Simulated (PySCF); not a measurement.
CH₄Si, SMILES C=[SiH2]. Heavy atoms are numbered as in [CH2:1]=[SiH2:2]. Hydrogens are named by the atom that carries them.

Coordinates come from a r2SCAN-D4/def2-TZVP optimisation.

Computed with PBE0/pcSseg-2 in PySCF.

GIAO shieldings, no solvent; atoms alike by connectivity are averaged. δ = σ(ref) − σ: ¹³C against TMS (σ = 186.1 ppm); ²⁹Si against TMS (σ = 341.9 ppm); ¹H against TMS (σ = 31.54 ppm), references at their B3LYP-D3(BJ)/def2-TZVP geometries, non-relativistic.

```tsv
nucleus	atoms	count	δ (ppm)
¹³C	C1 (CH2)	1	122.6
²⁹Si	Si2 (SiH2)	1	75.6
¹H	H on C1	2	6.01
¹H	H on Si2	2	5.33
```
